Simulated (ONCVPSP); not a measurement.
## sulfur: one change to an ONCV potential, before and after

S (Z = 16), optimised norm-conserving Vanderbilt (ONCV), made with ONCVPSP 4.0.1 (PBE, non-relativistic). Core [He], reference 2s2 2p6 3s2 3p4. Waves: 2s+3s: rc 0.70 bohr, ncon 4, nbas 8, qcut 15.5 1/bohr, 2 projectors; 2p+3p: rc 0.80 bohr, ncon 3, nbas 7, qcut 21.3 1/bohr, 2 projectors. Local part: polynomial inside 0.60 bohr (lpopt 3, dvloc0 0 Ha). Core correction: Teter function, fcfact 4.5, rcfact 1.1.

All-electron outer shells of the reference configuration (PBE, non-relativistic, ld1.x):

```tsv
shell	level (eV)	outermost node (bohr)	outermost maximum (bohr)
1s	-2397.57	–	0.06
2s	-210.43	0.13	0.39
2p	-156.49	–	0.33
3s	-17.14	0.60	1.42
3p	-7.02	0.58	1.61
```

Change: s: qcut 10.2; p: qcut 14.

Cutoffs: the cutoffs (Ha) at which the residual kinetic energy of the hardest occupied pseudo-wave falls to 1 and 0.1 mHa per electron; they do not see the model core or the augmentation charge, which bear on the density cutoff. Errors are all-electron minus pseudo energies relative to the spin-unpolarised reference configuration.

**Question.** Predict the effect on cutoff, ghosts and configuration errors.

**Answer.** The potential gets neither clearly harder nor softer (152 Ha and 173 Ha → 96 Ha and 330 Ha); the p channel sets the loose cutoff, while the largest relative change is in s, which becomes softer; of the 4 tests that both files solve, the error grows in 2 and shrinks in 0 by more than 15 % and 0.3 meV (median size 1.4 → 2.2 meV); neither file shows a bound ghost.

| quantity | base | changed |
| --- | --- | --- |
| cutoff, loose | 152 Ha | 96 Ha |
| cutoff, tight | 173 Ha | 330 Ha |
| loose cutoff by channel | s 89 Ha, p 152 Ha | s 49 Ha, p 96 Ha |
| bound ghosts | none | none |
| GHOST(+) flags under 300 eV | none | none |
| error for 2s2 2p6 3s2 3p3, meV [ΔE 11.78 eV] | +0.3 | +0.1 |
| error for 2s2 2p6 3s2 3p2, meV [ΔE 34.08 eV] | +2.1 | +2.4 |
| error for 2s2 2p6 3s2 3p1, meV [ΔE 68.13 eV] | +8.1 | +11 |
| error for 2s2 2p6 3s1 3p4, meV [ΔE 22.52 eV] | -0.7 | -1.9 |
| s: phases at 0.71 bohr within 0.05 rad from the reference energy up to (Ha; the scan ends near 5) | to the end of the scan | to the end of the scan |
| p: phases at 0.81 bohr within 0.05 rad from the reference energy up to (Ha; the scan ends near 5) | to the end of the scan | to the end of the scan |
| rms error of d²Exc/dni dnj with the model core, mHa | 2.49 | 1.74 |
